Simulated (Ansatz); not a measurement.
Input for Ansatz (a first-principles code): U-wB97M-V/def2-TZVPP on BF (SMILES [B]F), 2S+1 = 3, a spin state set in the input, which need not be the lowest, at the other state's geometry.

Ansatz 0.2 input:
```yaml
crystal:
  periodic: [false, false, false]
  atoms:
    - {symbol: B, position_ang: [-0.00000000, -0.00000000, -0.81316192]}
    - {symbol: F, position_ang: [0.00000000, 0.00000000, 0.45175662]}
basis:
  gaussian:
    orbitals: def2-TZVPP
hamiltonian:
  xc: {name: wB97M-V}
magnetization: {spin_polarized: true, initial_magnetization: 2}
```

The log:

```
Functional definition: wB97M-V
[...]
integrals: 0.01 GiB planned
325 factors; their error is unknown
integrals: 0.04 GiB planned
73 factors; integrals over basis functions are off by at most 5.8e-5 eV
mean field: 0.19 GiB planned
mean field evaluation 1: about -3387.8716 eV, gradient 1.7e1 eV
mean field evaluation 2: about -3388.1341 eV, gradient 1.9e1 eV
mean field evaluation 4: about -3389.1395 eV, gradient 5.0e-1 eV
mean field evaluation 8: about -3389.1518 eV, gradient 7.9e-2 eV
mean field evaluation 16: about -3389.1518 eV, gradient 2.4e-5 eV
mean field -3389.15184379 eV, -124.5490330098 hartree, gradient 2.4e-5 eV, S^2 2.001971; 0 other end points of the search recorded, 0 dependent functions left out
reference -3389.15187657 eV, -124.5490342145 hartree; 8, 6 occupied and 54, 56 virtual orbitals, 325 factors
Total energy: -3389.15187657 eV, -124.5490342145 hartree
```

The calculation finished and met its thresholds.

Cost: around 1.6 core-seconds (rough).
